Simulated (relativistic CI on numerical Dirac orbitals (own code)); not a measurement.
Method of calculation: Dirac-Coulomb-Breit CI, separate exchange-only KLI orbitals for each configuration, model QED, unscaled Slater integrals (own radial code, finite nucleus).

The strongest absorption lines from the ground level of an ion, among the configurations computed and to levels below about 466 eV (vacuum wavelength in Å, gf): 33.735 (0.19), 41.938 (0.22), 42.492 (13), 42.860 (8), 45.110 (11), 50.052 (0.16), 50.339 (0.14), 53.374 (0.14).

(1) Which ion is it?
A. Pt29+
B. Pt31+
C. Hf25+
D. Re28+

Results:

(1) B. Pt31+ has 47 electrons and the ground level 4s²4p⁶4d¹⁰4f ²F°5/2; the strongest line goes to 4s²4p⁶4d⁹4f² ²F5/2. The pattern of lines fixes the number of electrons, and along that sequence the line energies rise steadily with the charge (about as its square where n changes within one kind of shell, about linearly where n is kept but much faster in heavy ions where fine structure, which grows about as Z⁴, sets the gap, and irregularly where shells cross), which fixes Z. Configurations outside the model, such as inner-shell arrays, can give stronger lines. At this charge energies of transitions that change n are usually good to better than 1 %, and those within a shell (Δn = 0) to a few per cent.

LS names give the leading component of a level, which can be under half, so a name can repeat, a term be missing and a line seem to break the LS rules.
